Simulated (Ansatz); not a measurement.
Job for Ansatz (a first-principles code): U-r2SCAN/def2-TZVPP on MgN, 2S+1 = 4, a spin state set in the input, which need not be the lowest, a point of a bond scan (R = 2.081 Å).

Ansatz 0.2 input:
```yaml
crystal:
  periodic: [false, false, false]
  atoms:
    - {symbol: N, position_ang: [0.00000000, 0.00000000, 0.00000000]}
    - {symbol: Mg, position_ang: [0.00000000, 0.00000000, 2.08112900]}
basis:
  gaussian:
    orbitals: def2-TZVPP
    pivot_positions_ang: [[0.00000000, 0.00000000, 0.00000000], [0.00000000, 0.00000000, 2.08112900]]
hamiltonian:
  xc: {name: r2SCAN}
magnetization: {spin_polarized: true, initial_magnetization: 3}
output: {forces: true, orbitals: {seedname: ./end}}
```

The log:

```
WARN ansatz: RAYON_NUM_THREADS=1 ignored (pool sized by the plan → 1); use --threads N
Functional definition: r2SCAN
integrals: 0.01 GiB planned
443 factors; their error is unknown
mean field: 0.16 GiB planned
mean field evaluation 1: about -6926.1366 eV, gradient 2.4e1 eV
mean field evaluation 2: about -6877.4369 eV, gradient 7.6e1 eV
mean field evaluation 4: about -6929.2615 eV, gradient 3.7e0 eV
mean field evaluation 8: about -6929.3613 eV, gradient 6.4e-2 eV
mean field evaluation 16: about -6929.3552 eV, gradient 5.9e-5 eV
mean field -6929.35523623 eV, -254.6491080459 hartree, gradient 5.9e-5 eV, S^2 3.767228; 1 other end points of the search recorded, 0 dependent functions left out
the calculation of the forces begins
reference -6929.35525651 eV, -254.6491087911 hartree; 11, 8 occupied and 52, 55 virtual orbitals, 443 factors
Total energy: -6929.35525651 eV, -254.6491087911 hartree
Atom 0 at     0.000000     0.000000     0.000000 Å, force     0.000000    -0.000000    -0.053561 eV/Å
Atom 1 at     0.000000     0.000000     2.081129 Å, force    -0.000000    -0.000000     0.053561 eV/Å
Dipole moment:     0.000000    -0.000000     0.471736 e Å
```

The calculation finished and met its thresholds.

Cost: around 2.2 core-seconds (rough).
